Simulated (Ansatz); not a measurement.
Input for Ansatz (a first-principles code): R-B3LYP/def2-TZVPP on BGe2H7 (SMILES [GeH3][BH][GeH3]), a point of a torsion scan.

Ansatz 0.2 input:
```yaml
crystal:
  periodic: [false, false, false]
  atoms:
    - {symbol: Ge, position_ang: [1.73194293, 0.16674630, 0.25303932]}
    - {symbol: B, position_ang: [0.10589542, -0.30371469, -0.79990775]}
    - {symbol: Ge, position_ang: [-1.59321618, -0.92174651, 0.03979978]}
    - {symbol: H, position_ang: [2.93420860, -0.66501085, -0.07819214]}
    - {symbol: H, position_ang: [2.23021304, 1.56194949, 0.02519729]}
    - {symbol: H, position_ang: [1.63103165, 0.06470069, 1.74258729]}
    - {symbol: H, position_ang: [0.15312287, -0.21920577, -1.96601347]}
    - {symbol: H, position_ang: [-2.01244259, -2.29829664, -0.38025518]}
    - {symbol: H, position_ang: [-2.79270298, -0.09555151, -0.31417270]}
    - {symbol: H, position_ang: [-1.63116498, -0.98161378, 1.53457081]}
basis:
  gaussian:
    orbitals: def2-TZVPP
hamiltonian:
  xc: {name: B3LYP}
scf: {lower_state_search: off}
```

The log:

```
WARN ansatz: RAYON_NUM_THREADS=1 ignored (pool sized by the plan → 1); use --threads N
Functional definition: B3LYP
these checks for a lower state are left out or cut short: stability, starts, cluster_reference, orbital_swaps, neighbouring_geometries, increment
integrals: 0.16 GiB planned
1360 factors; their error is unknown
mean field: 1.37 GiB planned
mean field evaluation 1: about -113826.3857 eV, gradient 3.1e1 eV
mean field evaluation 2: about -113826.9596 eV, gradient 2.9e1 eV
mean field evaluation 4: about -113827.9503 eV, gradient 4.4e-1 eV
mean field evaluation 8: about -113828.3750 eV, gradient 1.5e-2 eV
mean field -113828.37500951 eV, -4183.1156259559 hartree, gradient 7.7e-6 eV, S^2 0.000000; 0 other end points of the search recorded, 0 dependent functions left out
reference -113828.37530645 eV, -4183.1156368680 hartree; 38, 38 occupied and 187, 187 virtual orbitals, 1360 factors
Total energy: -113828.37530645 eV, -4183.1156368680 hartree
Checks for a lower state left out: stability, starts, cluster_reference, orbital_swaps, neighbouring_geometries, increment
```

Self-consistency was reached.

Cost: around 4 core-seconds (rough).
